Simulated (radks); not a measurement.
Values are calculated unless marked as measured or tabulated.
The zinc ion Zn2+, configuration [Ar] 3d7.5 4p2.5 (fractional occupations, a model configuration).

Code: a radial shooting solver on a logarithmic mesh with Libxc functionals. Model: Dirac Kohn-Sham, PBE, spin-unpolarised, spherical densities, point nucleus; open shells fill j = l - 1/2 first.

Energy parts (hartree):
part                       energy
total                 -1792.94648
kinetic                1826.50675
electron-nucleus      -4280.95926
Hartree                 731.40728
exchange-correlation    -69.90124

Orbitals (lengths in bohr, moments of r in powers of bohr; <r^-3> diverges for s and p1/2; r(90%) holds 90 % of the orbital's charge):
orbital  occ.  eigenvalue (hartree)  r(90%)     <r^2>       <r^4>  <r^-3>
1s1/2       2             -351.7154  0.0899  0.003405  0.00002983       -
2s1/2       2             -44.37094   0.350   0.06030    0.006322       -
2p1/2       2             -39.28319   0.321   0.04718    0.004513       -
2p3/2       4             -38.40670   0.326   0.04871    0.004780   768.8
3s1/2       2              -6.43788   1.000    0.5167      0.4275       -
3p1/2       2              -4.81405    1.05    0.5549      0.5278       -
3p3/2       4              -4.69571    1.07    0.5703      0.5575   104.6
3d3/2       4              -1.98058    1.28    0.7358       1.225   11.66
3d5/2     3.5              -1.96451    1.28    0.7434       1.251   11.39
4p1/2       2              -0.80559    3.40     5.983       56.24       -
4p3/2     0.5              -0.79492    3.43     6.112       58.60   9.505

The highest occupied level is 4p3/2 at -21.631 eV. Summed over all electrons, <r^2> = 25.41 bohr^2, which gives a Langevin (diamagnetic) susceptibility term of -20.1 x 10^-6 cm^3/mol.
